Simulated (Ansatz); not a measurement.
Gas-phase electronic energies from Ansatz, PBE0-D4/def2-TZVP geometries. CCSD(T)/CBS is the MP2 limit (def2-TZVPP, def2-QZVPP) plus CCSD(T) − MP2 in def2-TZVPP, frozen cores. This one scheme is used for every species. DFT in def2-TZVPP. B3LYP here is the variant with VWN-RPA as its local correlation; programs differ in this. For Ga outer-core shells are correlated without core-valence functions, which leaves a few kJ/mol of doubt a bond. Scalar relativity is left out up to krypton. Each species was taken in one conformer, which may not be the lowest.

Consider the cleavage of the B–Al bond: `[BH2][AlH2]` + `[OH][Ga]([Cl])[O][SiH3]` → `B[O][Ga]([Cl])[O][SiH3]` + `[AlH3]`.

| level | ΔE (kJ/mol) |
| --- | --- |
| PBE-D4 | -152.7 |
| r2SCAN-D4 | -160.9 |
| PBE0-D4 | -156.1 |
| B3LYP-D4 | -167.3 |
| ωB97X-V | -162.3 |
| SCS-MP2/def2-TZVPP | -170.5 |
| CCSD/def2-TZVPP | -163.5 |
| HF/CBS(def2) | -172.2 |

(1) What does CCSD(T)/CBS give? (An estimate is asked.)

Largest T1 diagnostic among the species: 0.014.

## Answers

(1) Computed: -161.0 kJ/mol. The listed levels differ from it by 8.3, 0.1, 4.9, -6.3, -1.3, -9.5, -2.5, -11.2 kJ/mol.

From PBE to PBE0 (25 % exact exchange), in def2-TZVPP and without D4, ΔE moves by −3.8 kJ/mol. The D4 term adds −5.2 kJ/mol with B3LYP and −3.0 kJ/mol with PBE0; it sums over pairs of atoms, weighted by their polarisabilities, and B3LYP, whose exchange is more repulsive, gets the larger term.
